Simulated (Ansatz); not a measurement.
Input file for Ansatz (a first-principles code): R-MP2/cc-pV(T+d)Z on H3Si (SMILES [SiH3-]). Charge -1. Files ending in .json are basis or fitting sets from the Basis Set Exchange.

Ansatz 0.2 input:
```yaml
crystal:
  periodic: [false, false, false]
  atoms:
    - {symbol: Si, position_ang: [-0.00120428, 0.00013496, 0.14558153]}
    - {symbol: H, position_ang: [-0.52725794, 1.19093069, -0.68489318]}
    - {symbol: H, position_ang: [1.30394926, -0.13490076, -0.66851598]}
    - {symbol: H, position_ang: [-0.75983143, -1.05791937, -0.68473230]}
basis:
  gaussian:
    orbitals: cc-pV_T+d_Z.json
total_charge: -1
magnetization: {spin_polarized: false}
correlation: {method: mp2, electrons: outside_noble_gas}
accuracy: high
relax: {f_tol: 0.0005, max_steps: 60}
scf: {lower_state_search: off}
output: {forces: true}
```

Output:

```
WARN ansatz: RAYON_NUM_THREADS=2 ignored (pool sized by the plan → 2); use --threads N
Functional definition: HF
these checks for a lower state are left out or cut short: starts, cluster_reference, orbital_swaps, neighbouring_geometries, increment
integrals: 0.08 GiB planned
1471 factors; integrals over basis functions are off by at most 2.1e-9 eV
mean field: 0.16 GiB planned
mean field evaluation 1: about -7908.1602 eV, gradient 1.0e1 eV
mean field evaluation 2: about -7908.1605 eV, gradient 1.0e1 eV
mean field evaluation 4: about -7908.7902 eV, gradient 1.1e0 eV
mean field evaluation 8: about -7908.7997 eV, gradient 2.8e-5 eV
mean field -7908.79966783 eV, -290.6430270159 hartree, gradient 1.0e-8 eV, S^2 0.000000; 0 other end points of the search recorded, 0 dependent functions left out
5 core orbitals not correlated
reference -7908.79966783 eV, -290.6430270159 hartree; 4, 4 occupied and 72, 72 virtual orbitals, 1471 factors
densities: 0.19 GiB planned
second order -4.10813173 eV of doubles, -0.00000000 eV of singles
the calculation of the forces begins
mean field evaluation 16: about -7908.7997 eV, gradient 1.1e-8 eV
relax step   1: F+E_penalty+E_count = -7912.90779956 eV  Δ(F+E_penalty+E_count) = +0.000e0 eV  max|allowed force component| = 1.682e-1 eV/Å  Δτ_max = 0.0000 Å  (41 SCF iters, accepted)
these checks for a lower state are left out or cut short: starts, cluster_reference, orbital_swaps, neighbouring_geometries, increment
integrals: 0.08 GiB planned
1471 factors; integrals over basis functions are off by at most 2.0e-9 eV
mean field: 0.16 GiB planned
mean field -7908.79910941 eV, -290.6430064941 hartree, gradient 2.5e-8 eV, S^2 0.000000; 0 other end points of the search recorded, 0 dependent functions left out
5 core orbitals not correlated
reference -7908.79910941 eV, -290.6430064941 hartree; 4, 4 occupied and 72, 72 virtual orbitals, 1471 factors
densities: 0.19 GiB planned
second order -4.10984424 eV of doubles, -0.00000000 eV of singles
the calculation of the forces begins
relax step   2: F+E_penalty+E_count = -7912.90895365 eV  Δ(F+E_penalty+E_count) = -1.154e-3 eV  max|allowed force component| = 6.093e-2 eV/Å  Δτ_max = 0.0052 Å  (42 SCF iters, accepted)
these checks for a lower state are left out or cut short: starts, cluster_reference, orbital_swaps, neighbouring_geometries, increment
integrals: 0.08 GiB planned
1471 factors; integrals over basis functions are off by at most 2.0e-9 eV
mean field: 0.16 GiB planned
mean field evaluation 32: about -7908.7997 eV, gradient 5.9e-7 eV
mean field -7908.79965815 eV, -290.6430266601 hartree, gradient 2.7e-8 eV, S^2 0.000000; 0 other end points of the search recorded, 0 dependent functions left out
5 core orbitals not correlated
reference -7908.79965815 eV, -290.6430266601 hartree; 4, 4 occupied and 72, 72 virtual orbitals, 1471 factors
densities: 0.19 GiB planned
second order -4.10940859 eV of doubles, -0.00000000 eV of singles
the calculation of the forces begins
relax step   3: F+E_penalty+E_count = -7912.90906674 eV  Δ(F+E_penalty+E_count) = -1.131e-4 eV  max|allowed force component| = 1.073e-2 eV/Å  Δτ_max = 0.0034 Å  (42 SCF iters, accepted)
these checks for a lower state are left out or cut short: starts, cluster_reference, orbital_swaps, neighbouring_geometries, increment
integrals: 0.08 GiB planned
1471 factors; integrals over basis functions are off by at most 2.0e-9 eV
mean field: 0.16 GiB planned
mean field -7908.79927054 eV, -290.6430124157 hartree, gradient 1.6e-8 eV, S^2 0.000000; 0 other end points of the search recorded, 0 dependent functions left out
5 core orbitals not correlated
reference -7908.79927054 eV, -290.6430124157 hartree; 4, 4 occupied and 72, 72 virtual orbitals, 1471 factors
densities: 0.19 GiB planned
second order -4.10980405 eV of doubles, -0.00000000 eV of singles
the calculation of the forces begins
relax step   4: F+E_penalty+E_count = -7912.90907459 eV  Δ(F+E_penalty+E_count) = -7.851e-6 eV  max|allowed force component| = 6.709e-4 eV/Å  Δτ_max = 0.0010 Å  (37 SCF iters, accepted)
these checks for a lower state are left out or cut short: starts, cluster_reference, orbital_swaps, neighbouring_geometries, increment
integrals: 0.08 GiB planned
1471 factors; integrals over basis functions are off by at most 2.0e-9 eV
mean field: 0.16 GiB planned
mean field -7908.79931131 eV, -290.6430139140 hartree, gradient 2.5e-8 eV, S^2 0.000000; 0 other end points of the search recorded, 0 dependent functions left out
5 core orbitals not correlated
reference -7908.79931131 eV, -290.6430139140 hartree; 4, 4 occupied and 72, 72 virtual orbitals, 1471 factors
densities: 0.19 GiB planned
second order -4.10976337 eV of doubles, -0.00000000 eV of singles
the calculation of the forces begins
relax step   5: F+E_penalty+E_count = -7912.90907468 eV  Δ(F+E_penalty+E_count) = -8.731e-8 eV  max|allowed force component| = 9.514e-6 eV/Å  Δτ_max = 0.0001 Å  (31 SCF iters, accepted)
Total energy: -7912.90907468 eV, -290.7940449321 hartree
Atom 0 at    -0.001169     0.000131     0.141311 Å, force    -0.000000     0.000000     0.000010 eV/Å
Atom 1 at    -0.524919     1.185677    -0.683445 Å, force    -0.000004     0.000008    -0.000003 eV/Å
Atom 2 at     1.298211    -0.134307    -0.667140 Å, force     0.000009    -0.000001    -0.000003 eV/Å
Atom 3 at    -0.756467    -1.053255    -0.683285 Å, force    -0.000005    -0.000007    -0.000003 eV/Å
Dipole moment:     0.000205    -0.000023    -0.024763 e Å
Checks for a lower state left out: starts, cluster_reference, orbital_swaps, neighbouring_geometries, increment
```

The calculation finished and met its thresholds.

Cost: roughly 16 core-seconds.
